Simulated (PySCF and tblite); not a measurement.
The numbers below are computed, except where a source is named.
C₆H₉NO, numbered as in [N:1]#[C:2][C@H:3]1[CH2:4][CH2:5][CH2:6][CH2:7][O:8]1.

Level: PBE0-D3(BJ)/def2-TZVP//PBE0-D3(BJ)/def2-SVP, thermal terms from GFN2-xTB, symmetry numbers and mirror pairs counted. Conformers within 4 kcal/mol (GFN2-xTB free energy) were kept, 7 at most. (PySCF 2.14, tblite 0.8.)

The 6-ring runs over atoms 3–4–5–6–7–8.

```csv
conformer,shape,symmetry,dipole D
1,6-ring chair (C2 axial),C1,3.75
2,6-ring chair (all substituents equatorial),C1,5.22
```

**Question.** Which of these conformers is the most populated at 298.15 K, and with what share?

**Answer.** Conformer 1, about 86 %.

**Question.** Give the DFT energies and free energies relative to the lowest, and all weights.

**Answer.** 
```csv
conformer,shape,E(DFT) kcal/mol,G(298.15 K) kcal/mol,weight %
1,6-ring chair (C2 axial),0.00,0.00,86.2
2,6-ring chair (all substituents equatorial),1.25,1.08,13.8
```

**Question.** How does its share change from 200 K to 400 K?

**Answer.** From 94 % to 79 %; the mixing entropy goes from 0.45 to 1.01 cal/(mol K).
